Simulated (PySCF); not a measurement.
## Structure from NMR data

The spectra below were simulated for a compound C$_{7}$H$_{12}$.

1H NMR (400 MHz, computed): δ 6.21 (m, 1H), 5.45 (m, 1H), 5.36 (m, 1H), 2.00 (d, 2H), 1.07 (s, 3H), 0.32 (m, 2H), 0.29 (m, 2H).

13C{1H} NMR (computed): δ 148.0 (CH), 122.2 (CH2), 49.7 (CH2), 24.5 (CH3), 17.5 (C), 14.4 (CH2, 2C).

- geometry from GFN2-xTB
- shielding tensors at PBE0/pcSseg-1 (GIAO)
- program: PySCF 2.14.0 with density-fitted response routines
- one conformer, one averaged value for each set of equivalent atoms, no relativistic terms, no solvent model

δ = σ(ref) − σ, references computed at the same level: TMS for 1H, 13C.

Q: Which of these isomers gave the spectra?
A. C1C[C@H]2CC[C@@H]1C2
B. C=CCC=C(C)C
C. C=CCC1(C)CC1
D. C=CC/C(C)=C/C

A: C. 

Rings plus π bonds: 2 (1 ring in the answer). 6 carbon signals for 7 carbons: some carbons are equivalent by symmetry or fast rotation. Carbon types of the structure: 1 × C, 1 × CH, 4 × CH2, 1 × CH3, which accounts for all hydrogens. δC 148.0: alkene CH; as expected for a trigonal carbon in a double bond. δC 122.2: terminal =CH2 carbon; the olefinic region. δC 24.5: methyl carbon; aliphatic region, no heteroatom directly attached. δC 17.5, 14.4: three-membered-ring carbon; carbons of three-membered rings are unusually shielded. δH 1.07: hydrogen on a methyl carbon; far from electronegative atoms and π systems.

The others: C1C[C@H]2CC[C@@H]1C2 would give 3 carbon signals, not 6; C=CCC=C(C)C would give 7 carbon signals, not 6; C=CC/C(C)=C/C would give 7 carbon signals, not 6.

Shifts are as computed. Against solution values, carbons near 30 ppm lie about +3 ppm off and those near 130 ppm about +5 ppm. Of 1211 compounds with measured shifts, 218 miss one by over three times the rms of a fit or turn the order of signals round; such compounds aren't used in these exercises. Multiplicities follow the n + 1 count of equivalent neighbours, as no J values were calculated; m marks all less simple cases, F and P coupling included.
